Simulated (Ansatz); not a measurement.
Reaction (cleavage of the B–B bond): `CBBN` + H₂S → `CBS` + `BN`

Isolated molecules relaxed with PBE0-D4/def2-TZVP in Ansatz; ΔE leaves out vibrations. CCSD(T)/CBS adds triple-zeta CCSD(T) − MP2 to the extrapolated MP2 energy (def2 sets, frozen cores). This one scheme is used for every species. Functionals use def2-TZVPP. Each species was taken in one conformer, which may not be the lowest.

| level | ΔE (kcal/mol) | difference from CCSD(T)/CBS |
| --- | --- | --- |
| PBE-D4 | -29.7 | 0.3 |
| revPBE-D4 | -29.7 | 0.3 |
| r2SCAN0-D4 | -30.5 | -0.5 |
| BHLYP-D4 | -29.9 | 0.1 |
| B2PLYP | -30.7 | -0.7 |
| BLYP | -29.6 | 0.4 |
| RPA@PBE/def2-TZVPP | -30.0 | 0.0 |
| HF/def2-SVP | -30.3 | -0.3 |
| CCSD(T)/def2-SVP | -32.3 | -2.3 |
| MP2/CBS(def2) | -31.9 | -1.9 |
| CCSD(T)/CBS | -30.0 | 0 |

Question: What do rigid-rotor, harmonic-oscillator terms from PBE0-D4/def2-TZVP frequencies (298.15 K, 1 bar) make of the CCSD(T)/CBS value? (Best estimate.)

Answer: The calculation gave: ΔZPE = +2.2 kcal/mol, ΔH = -28.5 kcal/mol, ΔS = -10 J/(mol·K), ΔG = -27.9 kcal/mol.

Largest T1 diagnostic among the species: 0.013.

Leaving LDA and LC-ωPBE aside and taking each functional with its dispersion term where it has one, the values, not all of them listed here, spread over 1.6 kcal/mol, from PBE-QIDH to ωB97X-V. At CCSD(T), def2-SVP lies −2.3 kcal/mol from the extrapolated value and def2-TZVPP −0.3 kcal/mol.
